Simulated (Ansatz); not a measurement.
The cluster Cu2S (the lowest singlet isomer of a short search). The state is a singlet with charge 0. Geometry B3LYP-D4/def2-TZVP, basis def2-TZVP, Ansatz.

```xyz
3

Cu   -0.880    0.307    1.092
Cu    0.514   -1.211   -0.574
S     0.365    0.904   -0.518
```

```json
{"run": "A", "HOMO (eV)": "-4.78", "LUMO (eV)": "-3.13"}
{"run": "B", "HOMO (eV)": "-5.29", "LUMO (eV)": "-2.78"}
{"run": "C", "HOMO (eV)": "-5.69", "LUMO (eV)": "-2.42"}
{"run": "D", "HOMO (eV)": "-4.61", "LUMO (eV)": "-3.27"}
{"run": "E", "HOMO (eV)": "-4.70", "LUMO (eV)": "-3.38"}
{"run": "F", "HOMO (eV)": "-5.76", "LUMO (eV)": "-2.27"}
```

HSE06 is defined as in plane-wave codes, on full-range PBE exchange. The structure comes from a short search, and lower isomers may exist.

**Question.** The runs used HSE06, PBE, PBE0, r2SCAN, r2SCAN0, revPBE. Estimate which is which.

**Answer.** A r2SCAN (0 % exact exchange); B HSE06 (range-separated); C PBE0 (25 % exact exchange); D revPBE (0 % exact exchange); E PBE (0 % exact exchange); F r2SCAN0 (25 % exact exchange). Exact exchange lowers occupied and raises empty levels; among semilocal functionals meta-GGAs tend to open the gap a little, and such runs are hard to tell apart. The gap grows from 1.32 eV (PBE) to 3.49 eV (r2SCAN0).
